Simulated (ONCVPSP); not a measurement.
copper (Cu): one change to an ONCV potential, before and after

```json
{
 "Element": "copper",
 "Generator": "ONCVPSP 4.0.1",
 "Type": "optimised norm-conserving Vanderbilt (ONCV)",
 "Functional": "PBEsol",
 "Relativity": "scalar-relativistic",
 "Frozen core": "[Ne]",
 "Valence charge": "19",
 "Reference configuration": "3s2 3p6 3d9 (charge +2)",
 "Partial waves": "3s: rc 1.10 bohr, ncon 3, nbas 7, qcut 13.5 1/bohr, 1 projector; 3p: rc 0.65 bohr, ncon 4, nbas 7, qcut 11.5 1/bohr, 1 projector; 3d: rc 1.40 bohr, ncon 5, nbas 10, qcut 12.8 1/bohr, 2 projectors, debl 3.8 Ha",
 "Local potential": "polynomial inside 0.50 bohr (lpopt 5, dvloc0 6 Ha)",
 "Core correction": "Teter function, fcfact 5, rcfact 1.05"
}
```

Change: s: qcut 8.3.

Cutoffs: the cutoffs (Ha) at which the residual kinetic energy of the hardest occupied pseudo-wave falls to 1 and 0.1 mHa per electron; they do not see the model core or the augmentation charge, which bear on the density cutoff. Errors are all-electron minus pseudo energies relative to the spin-unpolarised reference configuration.

Q: What does the change do?

A: The potential gets neither clearly harder nor softer (149 Ha and 312 Ha → 149 Ha and 312 Ha); a bound ghost appears in s, which as a rule spoils a file; the number of tests with a reliable result goes from 4 to 3; the errors of the 3 common tests hardly move; the range in which the s phases agree narrows (upper end -1.6 → -2.7).

```csv
quantity,base,changed
"cutoff, loose",149 Ha,149 Ha
"cutoff, tight",312 Ha,312 Ha
loose cutoff by channel,"s 58 Ha, p 149 Ha, d 62 Ha","s 27 Ha, p 149 Ha, d 62 Ha"
bound ghosts,none,s
GHOST(+) flags under 300 eV,none,none
tests with a reliable result,4 of 4,3 of 4
"error for 3s2 3p6 3d10, meV [ΔE -21.31 eV]",+8.8,+8.9
"error for 3s2 3p6 3d8, meV [ΔE 38.99 eV]",+34,+35
"error for 3s2 3p6 3d10 4p1, meV [ΔE -25.25 eV]",+13,+13
s: phases at 1.12 bohr within 0.05 rad from the reference energy up to (Ha; the scan ends near 5),-1.6,-2.7
p: phases at 0.66 bohr within 0.05 rad from the reference energy up to (Ha; the scan ends near 5),to the end of the scan,to the end of the scan
d: phases at 1.42 bohr within 0.05 rad from the reference energy up to (Ha; the scan ends near 5),to the end of the scan,to the end of the scan
"rms error of d²Exc/dni dnj with the model core, mHa",1.64,1.42
```

 A true bound ghost makes a file unfit for plane-wave use even where its test errors are small: the radial tests pick states by their node count and pass the ghost by.
